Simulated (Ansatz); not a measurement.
Zn (SMILES [Zn+]), charge +1, doublet. Base run: BLYP/cc-pVDZ in Ansatz (an electronic-structure program).

Geometry (Å):
```xyz
1

Zn     0.0000     0.0000     0.0000
```
Charge +1, spin multiplicity 2.
Orbitals are unrestricted.
All else is at Ansatz's defaults.
Base energy -1779.18074 Eh.

Each row names what was changed in the base input (with any setting that the change needs).

| change | ΔE vs base (mEh) |
|---|---|
| base | 0.000 |
| point_charge = charge:-1.0 position_ang:-2.8702, 0.7519, -0.4436 | -184.1 |
| fitting.mean_field = def2-universal-JKFIT | -0.034 |
| final_grid = 6, 12, 29 | 0.000 |
| final_grid = 10, 20, 41 | 0.000 |
| point_charge = charge:1.0 position_ang:-1.9714, 1.9467, -1.1507 | 167.1 |
| final_grid = 14, 28, 59 | 0.000 |
| forces = on | 0.000 |
| lower_state_search = full | 0.000 |
| accuracy = high | 0.000 |
| final_grid = 4, 8, 17 | 0.010 |
